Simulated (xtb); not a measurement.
C3H9N, charge +1, doublet, at a GFN2-xTB geometry (a state made from the parent by changing its charge; the spin is typed, not shown lowest); xtb with GFN2-xTB with ALPB(cs2).

Here is a job for xtb.
```
$ xtb mol.xyz --gfn 2 --chrg 1 --uhf 1 --alpb cs2 --json

# file mol.xyz
13

C     -1.87761304    -0.02967552     0.29886607
C     -0.54527468    -0.43039412    -0.28775865
N      0.53940486     0.31372074     0.19558742
C      1.87421445     0.14178183    -0.20822487
H     -2.11070859     1.01066545     0.07631984
H     -2.66859392    -0.64768885    -0.11588086
H     -1.88719452    -0.15115959     1.38109159
H     -0.35656097    -1.50775647    -0.11393147
H     -0.57203590    -0.36416711    -1.39247380
H      0.34705931     1.03011919     0.88915306
H      2.28186136     1.07888124    -0.61359215
H      1.96655349    -0.64844603    -0.95182811
H      2.51582523    -0.08676611     0.65473459
```

The log (banner, timings and long lists left out):

```
   ID    Z sym.   atoms
    1    6 C      1, 2, 4
    2    7 N      3
    3    1 H      5-13

           -------------------------------------------------
          |                Calculation Setup                |
           -------------------------------------------------

           -------------------------------------------------
          |                 G F N 2 - x T B                 |
           -------------------------------------------------

      * Solvation model:               ALPB
        Solvent                        cs2
        Parameter file                 internal GFN2-xTB/ALPB
        Dielectric constant                2.6400E+00
        Reference state                gsolv [1 M gas/solution]
        Free energy shift                  4.9805E-03 Eh       3.1253E+00 kcal/mol
        Temperature                        2.9815E+02 K
        Density                            1.2600E+00 kg/L
        Solvent mass                       7.6140E+01 g/mol
        Interaction kernel             P16
        Born radius scaling (c1)           1.3548E+00
        Born radii integrator          GBOBC
        Born offset                        0.0000E+00 a0       0.0000E+00 AA
        H-bond correction              false
        Ion screening                  false
        Surface tension                    1.0000E-05 Eh       1.5569E+01 dyn/cm
        Grid points                               230 per atom

          ...................................................
          :                      SETUP                      :
          :.................................................:
          :  # basis functions                  25          :
          :  # atomic orbitals                  25          :
          :  # shells                           17          :
          :  # electrons                        25          :
          :  max. iterations                   250          :
          :  Hamiltonian                  GFN2-xTB          :
          :  restarted?                      false          :
          :  GBSA solvation                   true          :
          :  PC potential                    false          :
          :  electronic temp.          300.0000000     K    :
          :  accuracy                    1.0000000          :
          :  -> integral cutoff          0.2500000E+02      :
          :  -> integral neglect         0.1000000E-07      :
          :  -> SCF convergence          0.1000000E-05 Eh   :
          :  -> wf. convergence          0.1000000E-03 e    :
          :  Broyden damping             0.4000000          :
          :  net charge                          1          :
          :  unpaired electrons                  1          :
          ...................................................

 iter      E             dE          RMSdq      gap      omega  full diag
   1    -13.6317593 -0.136318E+02  0.318E+00    9.76       0.0  T
   2    -13.7028962 -0.711369E-01  0.170E+00   10.50       1.0  T
   3    -13.7043269 -0.143073E-02  0.996E-01   10.46       1.0  T
   4    -13.7045088 -0.181875E-03  0.154E-01   10.49       1.0  T
   5    -13.7045705 -0.617451E-04  0.718E-02   10.49       1.0  T
   6    -13.7045747 -0.416440E-05  0.356E-02   10.49       1.0  T
   7    -13.7045776 -0.291100E-05  0.387E-03   10.49       7.2  T
   8    -13.7045776 -0.226287E-07  0.141E-03   10.49      19.7  T
   9    -13.7045776 -0.568589E-08  0.392E-04   10.49      70.7  T
  10    -13.7045776 -0.117594E-08  0.133E-04   10.49     208.0  T

   *** convergence criteria satisfied after 10 iterations ***

         :::::::::::::::::::::::::::::::::::::::::::::::::::::
         ::                     SUMMARY                     ::
         :::::::::::::::::::::::::::::::::::::::::::::::::::::
         :: total energy             -13.509643313929 Eh    ::
         :: total w/o Gsasa/hb       -13.505146435145 Eh    ::
         :: gradient norm              0.002724054001 Eh/a0 ::
         :: HOMO-LUMO gap             10.490891361022 eV    ::
         ::.................................................::
         :: SCC energy               -13.704574985229 Eh    ::
         :: -> isotropic ES            0.098342079843 Eh    ::
         :: -> anisotropic ES         -0.012824643021 Eh    ::
         :: -> anisotropic XC          0.012157524854 Eh    ::
         :: -> dispersion             -0.004285372913 Eh    ::
         :: -> Gsolv                  -0.061157343345 Eh    ::
         ::    -> Gelec               -0.056660464561 Eh    ::
         ::    -> Gsasa               -0.009477346806 Eh    ::
         ::    -> Ghb                  0.000000000000 Eh    ::
         ::    -> Gshift               0.004980468022 Eh    ::
         :: repulsion energy           0.194931671300 Eh    ::
         :: add. restraining           0.000000000000 Eh    ::
         :: total charge               1.000000000000 e     ::
         :::::::::::::::::::::::::::::::::::::::::::::::::::::

           -------------------------------------------------
          |                Property Printout                |
           -------------------------------------------------

    * Orbital Energies and Occupations

         #    Occupation            Energy/Eh            Energy/eV
      -------------------------------------------------------------
         1        2.0000           -0.7657592             -20.8374
         2        2.0000           -0.7367149             -20.0470
         3        2.0000           -0.6870701             -18.6961
         4        2.0000           -0.6783874             -18.4599
         5        2.0000           -0.6385100             -17.3747
         6        2.0000           -0.6280072             -17.0889
         7        2.0000           -0.6236329             -16.9699
         8        2.0000           -0.5817030             -15.8289
         9        2.0000           -0.5588997             -15.2084
        10        2.0000           -0.5550552             -15.1038
        11        2.0000           -0.5335013             -14.5173
        12        2.0000           -0.5269204             -14.3382
        13        1.0000           -0.4714901             -12.8299 (HOMO)
        14                         -0.0859569              -2.3390 (LUMO)
        15                          0.0046081               0.1254
        16                          0.0413921               1.1263
        17                          0.0486005               1.3225
        18                          0.0751062               2.0437
        19                          0.0855624               2.3283
        20                          0.1041232               2.8333
        21                          0.1203135               3.2739
        22                          0.1497899               4.0760
        23                          0.1867271               5.0811
        24                          0.2030948               5.5265
        25                          0.2317214               6.3055
      -------------------------------------------------------------
                  HL-Gap            0.3855332 Eh           10.4909 eV
             Fermi-level           -0.3889644 Eh          -10.5843 eV

     #   Z          covCN         q      C6AA      α(0)
     1   6 C        3.754    -0.135    23.164     6.863
     2   6 C        3.734    -0.009    20.822     6.512
     3   7 N        2.681    -0.016    21.565     6.897
     4   6 C        3.685    -0.078    22.202     6.746
     5   1 H        0.925     0.090     1.881     2.145
     6   1 H        0.925     0.088     1.899     2.155
     7   1 H        0.925     0.089     1.885     2.147
     8   1 H        0.922     0.160     1.329     1.803
     9   1 H        0.922     0.158     1.338     1.809
    10   1 H        0.860     0.239     0.925     1.507
    11   1 H        0.923     0.149     1.396     1.848
    12   1 H        0.925     0.115     1.652     2.010
    13   1 H        0.923     0.149     1.398     1.849

 Mol. C6AA /au·bohr⁶  :        883.845656
 Mol. C8AA /au·bohr⁸  :      18438.664301
 Mol. α(0) /au        :         44.290319

Wiberg/Mayer (AO) data.
largest (>0.10) Wiberg bond orders for each atom

 ---------------------------------------------------------------------------
     #   Z sym  total        # sym  WBO       # sym  WBO       # sym  WBO
 ---------------------------------------------------------------------------
     1   6 C    3.980 --     2 C    1.031     6 H    0.977     7 H    0.961
                             5 H    0.961
     2   6 C    3.958 --     3 N    1.150     1 C    1.031     9 H    0.858
                             8 H    0.855
     3   7 N    3.434 --     2 C    1.150     4 C    1.135    10 H    0.913
     4   6 C    3.947 --     3 N    1.135    12 H    0.970    13 H    0.890
                            11 H    0.889
     5   1 H    0.992 --     1 C    0.961
     6   1 H    0.992 --     1 C    0.977
     7   1 H    0.992 --     1 C    0.961
     8   1 H    0.967 --     2 C    0.855
     9   1 H    0.968 --     2 C    0.858
    10   1 H    0.943 --     3 N    0.913
    11   1 H    0.974 --     4 C    0.889
    12   1 H    0.987 --     4 C    0.970
    13   1 H    0.974 --     4 C    0.890
 ---------------------------------------------------------------------------

Topologies differ in total number of bonds
Writing topology from bond orders to xtbtopo.mol

molecular dipole:
                 x           y           z       tot (Debye)
 q only:        0.737       0.064      -0.064
   full:        0.775       0.115      -0.022       1.991
molecular quadrupole (traceless):
                xx          xy          yy          xz          yz          zz
 q only:        6.861       1.850      -3.139      -0.481       1.538      -3.722
  q+dip:        4.920       1.955      -2.095       0.091       1.756      -2.826
   full:        5.563       1.940      -2.437      -0.072       1.649      -3.126

           -------------------------------------------------
          | TOTAL ENERGY              -13.509643313929 Eh   |
          | GRADIENT NORM               0.002724054001 Eh/α |
          | HOMO-LUMO GAP              10.490891361022 eV   |
           -------------------------------------------------

normal termination of xtb
```
